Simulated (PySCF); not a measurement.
# Electron correlation in Bi²⁺ (bismuth, charge +2)

[Xe] 4f14 5d10 6s2 6p1, 2P determinant. Computed with PySCF 2.14 in def2-TZVP with the def2 core potential (60 electrons), with scalar relativity through the core potential. Frozen: 5s2 5p6 5d10; 3 electrons correlated.

MP2 pair energies summed by pair of shells (mhartree):

| pair | energy | share (%) |
| --- | --- | --- |
| 6s-6s | -15.97 | 56.3 |
| 6s-6p | -12.42 | 43.7 |

Total MP2 correlation energy: -28.38 mhartree.

Same-spin part -2.13 and opposite-spin part -26.26 mhartree; SCS-MP2 scales them by 1/3 and 6/5 to -32.21 mhartree.

```csv
level,correlation energy (mhartree)
CCSD,-37.05
(T),-0.36
CCSD(T),-37.41
```

Diagnostics: T1 = 0.0060, D1 = 0.0138, largest double amplitude 0.073.

Spin-orbit coupling, absent here, splits the open shell strongly.

Cost of the coupled-cluster step: 0.45 s of wall time on 1 thread of Intel(R) Xeon(R) 6975P-C (shared host), for 3 correlated electrons.

Iterations:

```
CC2 = 0
CCSD nocc = (np.int64(2), np.int64(1)), nmo = (41, 41)
frozen orbitals [[0, 1, 2, 3, 4, 5, 6, 7, 8], [0, 1, 2, 3, 4, 5, 6, 7, 8]]
max_cycle = 100
direct = 0
conv_tol = 1e-08
conv_tol_normt = 1e-06
diis_space = 8
diis_start_cycle = 0
Init t2, MP2 energy = -0.0283812234512311
Init E_corr(UCCSD) = -0.0283812234525076
cycle = 1  E_corr(UCCSD) = -0.0345044680097973  dE = -0.00612324456  norm(t1,t2) = 0.0330587
cycle = 2  E_corr(UCCSD) = -0.0361829991574355  dE = -0.00167853115  norm(t1,t2) = 0.0115812
cycle = 3  E_corr(UCCSD) = -0.0370544115391078  dE = -0.000871412382  norm(t1,t2) = 0.00449895
cycle = 4  E_corr(UCCSD) = -0.0370429104507799  dE = 1.15010883e-05  norm(t1,t2) = 0.000440497
cycle = 5  E_corr(UCCSD) = -0.0370454101362401  dE = -2.49968546e-06  norm(t1,t2) = 5.09189e-05
cycle = 6  E_corr(UCCSD) = -0.0370450644935047  dE = 3.45642735e-07  norm(t1,t2) = 5.66174e-06
cycle = 7  E_corr(UCCSD) = -0.0370451954086601  dE = -1.30915155e-07  norm(t1,t2) = 9.24901e-07
cycle = 8  E_corr(UCCSD) = -0.0370451565932898  dE = 3.88153703e-08  norm(t1,t2) = 1.98469e-07
cycle = 9  E_corr(UCCSD) = -0.0370451612394861  dE = -4.64619628e-09  norm(t1,t2) = 3.99646e-08
UCCSD converged
E(UCCSD) = -212.7662195711985  E_corr = -0.03704516123948611
UCCSD(T) correction = -0.000363767342822395
```
